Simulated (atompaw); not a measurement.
# PBE PAW (atompaw) dataset for lead (Pb), scalar-relativistic all-electron reference.

atompaw 4.2.0.5 was run on this input:

```
Pb 82
GGA-PBE scalarrelativistic loggrid 2001 logderivrange -13 5 451
6 6 5 4 0 0
6 1 2
0 0 0
c
c
c
c
v
v
c
c
c
v
v
c
c
v
c
2
1.80 1.45 1.30 1.20
n
n
y
1.4
n
custom polynom2 7 10 vanderbiltortho sinc
3 0 ultrasoft
1.45
1.30
1.45
1.60
1.80
1.80
PWSCFOUT
UPFDX 0.0125d0 UPFXMIN -7.d0 UPFZMESH 82.d0
END
```

Command:

```bash
atompaw < Pb.input > Pb.log
```

Output (summary file):

```
Completed calculations for Pb (AE)

 Exchange-correlation type: GGA, Perdew-Burke-Ernzerhof

 Radial integration grid is logarithmic
 r0 =   8.3947254E-05 h =   6.8836748E-03   n =      2001 rmax =   8.0000000E+01

 Scalar relativistic calculation

 AEatom converged in  42 iterations
   nz     =  82.00
   delta  =       3.765476266965E-15

 All Electron Orbital energies:
  n  l      occupancy      energy
  1  0      2.0000000E+00 -6.4780693E+03
  2  0      2.0000000E+00 -1.1586574E+03
  3  0      2.0000000E+00 -2.7813853E+02
  4  0      2.0000000E+00 -6.2973124E+01
  5  0      2.0000000E+00 -1.0595698E+01
  6  0      2.0000000E+00 -8.8494198E-01
  2  1      6.0000000E+00 -9.9364490E+02
  3  1      6.0000000E+00 -2.3083575E+02
  4  1      6.0000000E+00 -4.7475174E+01
  5  1      6.0000000E+00 -6.3087663E+00
  6  1      2.0000000E+00 -2.5707858E-01
  3  2      1.0000000E+01 -1.8264935E+02
  4  2      1.0000000E+01 -2.9553247E+01
  5  2      1.0000000E+01 -1.5564972E+00
  4  3      1.4000000E+01 -9.7673575E+00

 Total energy
   Total                    :   -41763.81682697260112

 ---
 Completed calculations for Pb (SC)

 Exchange-correlation type: GGA, Perdew-Burke-Ernzerhof

 Radial integration grid is logarithmic
 r0 =   8.3947254E-05 h =   6.8836748E-03   n =      2001 rmax =   8.0000000E+01

 Scalar relativistic calculation

 SCatom converged in   5 iterations
   nz     =  82.00
   delta  =       6.905540178722E-15

 Valence Electron Orbital energies:
  n  l      occupancy      energy
   5  0      2.0000000E+00 -1.0595698E+01
   6  0      2.0000000E+00 -8.8494198E-01
   5  1      6.0000000E+00 -6.3087663E+00
   6  1      2.0000000E+00 -2.5707858E-01
   5  2      1.0000000E+01 -1.5564972E+00

 Total energy
   Total                    :   -41763.81682700195233
   Valence                  :    -1116.60014093203813

 PAW parameters:
       lmax =            2
         rc =    1.8023228406191976
        irc =         1450
   rc_shape =    1.4559684812851947
    rc_vloc =    1.3041164898652742
    rc_core =    1.2007137260224536
   Vloc: Non norm-conserving form with l= 3;e=   0.0000E+00
   Projector type: improved polynomial pseudization + Vanderbilt ortho.
   Sinc^2 compensation charge shape zeroed at   1.4560E+00

 Number of basis functions     6
 No.   n  nodes  l      Energy         Cp coeff         Occ
  1    5    4    0   -0.1059570E+02 -0.2499859E+01  0.2000000E+01
  2    6    5    0   -0.8849420E+00 -0.6115079E+01  0.2000000E+01
  3    5    3    1   -0.6308766E+01  0.9270996E+00  0.6000000E+01
  4    6    4    1   -0.2570786E+00 -0.5426212E+01  0.2000000E+01
  5    5    2    2   -0.1556497E+01 -0.2647019E+00  0.1000000E+02
  6  999    3    2    0.1400000E+01 -0.6683840E+00  0.0000000E+00

 Eigenvalues of overlap operator (in the basis of projectors):
    1        1.27607603E+00
    2        1.43274244E+00
    3        2.29190071E+00
    4        1.24717817E+01
    5        4.46710282E+01
    6        1.72332111E+03

 Orbital leakage outside PAW augmentation regions
   orb  is_core?  %out_of_sphere
   1 0    T           0.00
   2 0    T           0.00
   3 0    T          -0.00
   4 0    T           0.00
   5 0    F           0.38
   6 0    F          72.93
   2 1    T           0.00
   3 1    T           0.00
   4 1    T           0.00
   5 1    F           1.84
   6 1    F          92.53
   3 2    T           0.00
   4 2    T           0.00
   5 2    F          15.17
   4 3    T           0.01

 Summary of PAW energies
   Total valence energy     :  -1116.60041903328420
   Smooth energy            :    119.96367115420469
   One center               :  -1236.56409018748900
   Smooth kinetic           :     65.08463929027228
   Vloc energy              :      4.96446742298833
   Smooth exch-corr         :    -22.56555201966415
   One-center xc            :   -750.20464180297324
```

The run took about 12 s on one core of a shared server CPU.
